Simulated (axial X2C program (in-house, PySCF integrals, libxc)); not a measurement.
**Outer orbitals of ZrSe⁻ at 2.372 Å, BP86**

Computed with an axial X2C code built on PySCF integrals. Spin-free means the one-electron spin-free X2C Hamiltonian; two-component (2c) means X2C with spin–orbit coupling and atomic mean-field two-electron Coulomb and Gaunt terms, so the difference of the two also holds small scalar two-electron terms. Basis: Zr dyall-acv3z [12s13p10d6f3g], Se dyall-acv3z [9s10p7d5f1g] (cores contracted in-house); Gaussian nuclei, density fitting, unrestricted open shells. Masses: Zr 89.905 u, Se 79.917 u.

The distance is close to the 2c PBE0 minimum; the highest filled and lowest empty levels are listed.

Spin-free orbitals, state M_S = 1/2, Λ = 2 (beyond evenly filled blocks: δ+α) (Löwdin shares):

```
symmetry  occupied  ε (eV)             atomic character
     π-α       yes  -27.51                     99% Zr p
     π+α       yes  -27.51                     99% Zr p
      σα       yes  -27.47                     96% Zr p
      σβ       yes  -27.17                     96% Zr p
     π-β       yes  -26.78                     99% Zr p
     π+β       yes  -26.78                     99% Zr p
      σβ       yes  -11.47  70% Se s, 10% Zr d, 8% Zr p
      σα       yes  -11.41  70% Se s, 10% Zr d, 8% Zr p
      σα       yes   -2.08  68% Se p, 18% Zr d, 8% Zr s
      σβ       yes   -2.07  68% Se p, 17% Zr d, 8% Zr s
     π-α       yes   -1.52  62% Se p, 26% Zr d, 4% Zr f
     π+α       yes   -1.52  62% Se p, 26% Zr d, 4% Zr f
     π-β       yes   -1.49  65% Se p, 23% Zr d, 5% Zr f
     π+β       yes   -1.49  65% Se p, 23% Zr d, 5% Zr f
      σα       yes   -0.09  55% Zr s, 26% Zr d, 8% Se p
      σβ       yes    0.37  61% Zr s, 17% Zr p, 9% Zr d
     δ+α       yes    0.83                     97% Zr d
     δ-α        no    0.83                     97% Zr d
     π-α        no    1.40  46% Zr d, 42% Zr p, 9% Se p
     π+α        no    1.40  46% Zr d, 42% Zr p, 9% Se p
     π-β        no    1.52  60% Zr p, 33% Zr d, 6% Se p
     π+β        no    1.52  60% Zr p, 33% Zr d, 6% Se p
```

The highest filled level is positive, so this functional does not bind it, and the empty levels of an anion are set by the basis. A filled and an empty partner (Λ and −Λ, same spin) share one energy because the functional has no current term.

Spinors with spin–orbit coupling (state Ω = 3/2):

| ω | occupied | ε (eV) | atomic character | λ mixture |
| --- | --- | --- | --- | --- |
| 1/2 | yes | -28.50 | 98% Zr p | 75% π, 25% σ |
| -1/2 | yes | -28.17 | 97% Zr p | 54% σ, 46% π |
| -3/2 | yes | -26.90 | 98% Zr p | 100% π |
| 1/2 | yes | -26.66 | 97% Zr p | 75% σ, 25% π |
| -1/2 | yes | -26.57 | 97% Zr p | 54% π, 46% σ |
| 3/2 | yes | -26.16 | 99% Zr p | 100% π |
| 1/2 | yes | -11.47 | 70% Se s, 10% Zr d, 8% Zr p | 100% σ |
| -1/2 | yes | -11.41 | 70% Se s, 10% Zr d, 8% Zr p | 100% σ |
| -1/2 | yes | -2.10 | 68% Se p, 17% Zr d, 8% Zr s | 96% σ, 4% π |
| 1/2 | yes | -2.09 | 69% Se p, 17% Zr d, 8% Zr s | 95% σ, 5% π |
| 1/2 | yes | -1.58 | 62% Se p, 25% Zr d, 4% Zr f | 95% π, 5% σ |
| -1/2 | yes | -1.55 | 65% Se p, 22% Zr d, 5% Zr f | 96% π, 4% σ |
| -3/2 | yes | -1.43 | 61% Se p, 27% Zr d, 4% Zr f | 100% π |
| 3/2 | yes | -1.39 | 64% Se p, 24% Zr d, 5% Zr f | 100% π |
| -1/2 | yes | -0.08 | 55% Zr s, 26% Zr d, 8% Se p | 100% σ |
| 1/2 | yes | 0.37 | 61% Zr s, 17% Zr p, 9% Zr d | 100% σ |
| 3/2 | yes | 0.80 | 97% Zr d | 100% δ |
| -5/2 | no | 0.88 | 97% Zr d | 100% δ |
| 1/2 | no | 1.37 | 48% Zr d, 40% Zr p, 9% Se p | 99% π, 1% σ |
| -3/2 | no | 1.42 | 44% Zr p, 44% Zr d, 9% Se p | 99% π, 1% δ |
| -1/2 | no | 1.50 | 56% Zr p, 34% Zr d, 6% Se p | 87% π, 13% σ |

The highest filled level is positive, so this functional does not bind it, and the empty levels of an anion are set by the basis.

How does the gap between the highest filled and lowest empty level change from the spin-free to the 2c table?

From 0.00 to 0.08 eV at BP86, a change of 0.08 eV.

Mulliken charges and populations of the two-component result (they depend on the basis, above all on diffuse functions):

Zr -0.53 e (s 9.66 p 18.31 d 12.51 f 0.05 g 0.01), Se -0.47 e (s 7.96 p 16.49 d 10.02 f 0.01). ⟨Lz⟩ = 2.00 ħ and ⟨Sz⟩ = -0.50 ħ (-0.55 and 0.05 on the two atoms), which add up to Ω.

One determinant describes the state; a PBE0 search over occupations chose it and may have missed a lower one. Density functionals use the spin component along the axis (collinear). PBE0 can misorder states that lie within some tenths of an eV, so this need not be the ground state of the molecule. The nearest other spin-free determinant of the search, M_S = 3/2, Λ = 3, lies 0.47 eV up at the distance of the search. Without a current term, density functionals place determinants with orbital angular momentum somewhat too high. The highest occupied level of some functionals is positive through self-interaction error; at Hartree–Fock it is bound. The determinant is spin-polarised beyond a pure state at some levels (its spin-free form has ⟨S²⟩ too high), which makes Re and μ there less reliable.
